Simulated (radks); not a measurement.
The numbers below are computed, except where a source is named.
Question: Ni III, configuration [Ar] 3d6 4p2 (not the ground configuration). Level of theory: Dirac Kohn-Sham, LDA (Slater exchange, Perdew-Wang correlation), spin-unpolarised, spherical densities, point nucleus; open shells are shared between the two j in proportion to 2j + 1 (a radial shooting solver on a logarithmic mesh with Libxc functionals). Some entries of the table are withheld. Estimate them.

orbital,occ.,eigenvalue (hartree),<r> (bohr)
1s1/2,2,-302.5479,0.05417
2s1/2,2,-37.50607,0.2452
2p1/2,2,-32.94447,0.2134
2p3/2,4,-32.30402,0.2166
3s1/2,2,-5.46936,0.7307
3p1/2,2,(1),(2)
3p3/2,4,(3),(4)
3d3/2,2.4,(5),0.8550
3d5/2,3.6,(6),0.8588
4p1/2,0.666667,(7),2.462
4p3/2,1.33333,(8),2.484

Answer: 
(1) 3p1/2 eigenvalue (hartree): -4.06926
(2) 3p1/2 <r> (bohr): 0.7541
(3) 3p3/2 eigenvalue (hartree): -3.98392
(4) 3p3/2 <r> (bohr): 0.7634
(5) 3d3/2 eigenvalue (hartree): -1.67545
(6) 3d5/2 eigenvalue (hartree): -1.66467
(7) 4p1/2 eigenvalue (hartree): -0.74314
(8) 4p3/2 eigenvalue (hartree): -0.73490
